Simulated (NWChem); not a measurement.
System: CHAlClNO$_{2}$; SMILES C(=O)=[N][Al]([Cl])[OH]

```xyz
7

Al    -0.4077     0.6252    -0.0001
Cl     1.2079     1.9345     0.0010
N     -0.1213    -1.1157     0.0004
C      0.1395    -2.2886     0.0001
O      0.3834    -3.4295    -0.0001
O     -1.9562     1.2866    -0.0014
H     -2.7882     0.8118    -0.0020
```
Atoms are numbered in this order, from 1.

Structure relaxed at the PBE0/def2-SVP level.

**Question.** Give the principal values of the shielding tensors (ppm) of Al1, Cl2, N3, C4, O5 from KT2/pcSseg-1, GIAO (NWChem), with their diamagnetic and paramagnetic parts as GIAO splits them.

**Answer.** 
| atom | σ11 | σ22 | σ33 | isotropic | diamagnetic | paramagnetic |
|---|---|---|---|---|---|---|
| Al1 | 412.9 | 468.4 | 531.1 | 470.8 | 799.9 | -329.1 |
| Cl2 | 926.6 | 942.4 | 1105.0 | 991.3 | 1150.7 | -159.3 |
| N3 | 157.3 | 163.2 | 341.7 | 220.7 | 328.6 | -107.9 |
| C4 | -42.7 | -40.5 | 282.0 | 66.3 | 260.7 | -194.4 |
| O5 | 96.6 | 111.1 | 393.7 | 200.4 | 400.1 | -199.7 |
